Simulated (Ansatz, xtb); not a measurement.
**Isomers of C5H8ClN2+ in order of energy**

3 gas-phase structures of C5H8ClN2+, from a drawn sample of its isomers (lower ones may exist). Each was relaxed with GFN2-xTB; where two conformers were screened, the lower at r2SCAN-D4/def2-SVP is listed:

A. `ClCCc1c[nH+]c[nH]1`, a singlet
B. `Cn1ccc(Cl)[n+]1C`, a singlet
C. `Cn1cc[n+](C)c1Cl`, a singlet

Problem. Which do you expect lowest at r2SCAN-D4/def2-SVP, and how would the others follow?

Solution. Calculated order at r2SCAN-D4/def2-SVP: A (0.0), C (47.3), B (125.6) kJ/mol.

Energies above the lowest of each column, in kJ/mol; the last columns are at PBE0-D3(BJ)/def2-SVP geometries and were run for some of them only (a dash: not run or not comparable):

```
structure  GFN2-xTB  HF/STO-3G  r2SCAN-D4/def2-SVP  PBE0-D3(BJ)/def2-SVP
        A      31.8        0.0                 0.0                   0.0
        C       0.0       37.1                47.3                  53.8
        B      77.1      122.0               125.6                     –
```

PBE0-D3(BJ)/def2-SVP puts A lowest of those it was run on; GFN2-xTB picks C. Some further structures that were screened fall inside this span and aren't listed. Flexible structures stand in one conformer each, not always the lowest. Frequencies (GFN2-xTB) were run for A alone.

Programs: Ansatz 0.2.0, xtb 6.7.1.
